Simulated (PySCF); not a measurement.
Computed IR spectrum (relative IR intensity) of a molecule CH6FNOSi. The structure is a stationary point at B3LYP-D3(BJ)/def2-SVP. One conformer was computed; it need not be the lowest. Method: B3LYP-D3(BJ)/def2-SVP run with PySCF 2.14.0. Frequencies are harmonic and unscaled.

Lines under 2 % of the strongest are left out, and lines within 2 cm⁻¹ are merged.

```json
[
 {"ν (cm⁻¹)": "148", "relative intensity": "3.5"},
 {"ν (cm⁻¹)": "207", "relative intensity": "4.0"},
 {"ν (cm⁻¹)": "248", "relative intensity": "44"},
 {"ν (cm⁻¹)": "313", "relative intensity": "34"},
 {"ν (cm⁻¹)": "356", "relative intensity": "9.9"},
 {"ν (cm⁻¹)": "394", "relative intensity": "8.5"},
 {"ν (cm⁻¹)": "706", "relative intensity": "4.5"},
 {"ν (cm⁻¹)": "755", "relative intensity": "17"},
 {"ν (cm⁻¹)": "827", "relative intensity": "20"},
 {"ν (cm⁻¹)": "895", "relative intensity": "5.5"},
 {"ν (cm⁻¹)": "914", "relative intensity": "100"},
 {"ν (cm⁻¹)": "970", "relative intensity": "97"},
 {"ν (cm⁻¹)": "1157", "relative intensity": "81"},
 {"ν (cm⁻¹)": "1216", "relative intensity": "55"},
 {"ν (cm⁻¹)": "1479", "relative intensity": "4.4"},
 {"ν (cm⁻¹)": "1527", "relative intensity": "28"},
 {"ν (cm⁻¹)": "2282", "relative intensity": "54"},
 {"ν (cm⁻¹)": "2999", "relative intensity": "27"},
 {"ν (cm⁻¹)": "3074", "relative intensity": "14"},
 {"ν (cm⁻¹)": "3107", "relative intensity": "11"},
 {"ν (cm⁻¹)": "3592", "relative intensity": "16"},
 {"ν (cm⁻¹)": "3691", "relative intensity": "17"}
]
```

Problem. Identify the compound among the candidates.
A) CN[Si@H](O)F
B) NC[Si@@H](O)F
C) N[Si@@H](O)CF
D) CO[SiH](N)F

Solution. D, CO[SiH](N)F
